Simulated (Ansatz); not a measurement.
Reaction (silylene formation by 1,1-elimination): `C[SiH2]C(O)F` → `OCF` + `C[SiH]`

Program: Ansatz. Geometries: PBE0-D4/def2-TZVP. ΔE: electronic, gas phase. CCSD(T)/CBS is the MP2 limit (def2-TZVPP, def2-QZVPP) plus CCSD(T) − MP2 in def2-TZVPP, frozen cores. This one scheme is used for every species. Each species was taken in one conformer, which may not be the lowest.

```csv
species,CCSD(T)/CBS(def2) energy (Eh)
`C[SiH2]C(O)F`,-544.35930
`OCF`,-214.81254
`C[SiH]`,-329.46712
```

(1) Work out ΔE.

Largest T1 diagnostic among the species: 0.012.

Results:

(1) ΔE = (-214.81254) + (-329.46712) − (-544.35930) = 0.07964 Eh = +209.1 kJ/mol.

From PBE to PBE0 (25 % exact exchange), in def2-TZVPP and without D4, ΔE moves by +7.3 kJ/mol. In def2-TZVPP, CCSD(T) changes the Hartree–Fock value by +15.7 kJ/mol (the triples alone add +4.1 kJ/mol) and MP2 by +31.6 kJ/mol. The D4 term adds +13.9 kJ/mol with B3LYP and +7.8 kJ/mol with PBE0; it sums over pairs of atoms, weighted by their polarisabilities, and B3LYP, whose exchange is more repulsive, gets the larger term.

B3LYP here is the variant with VWN-RPA as its local correlation; programs differ in this.
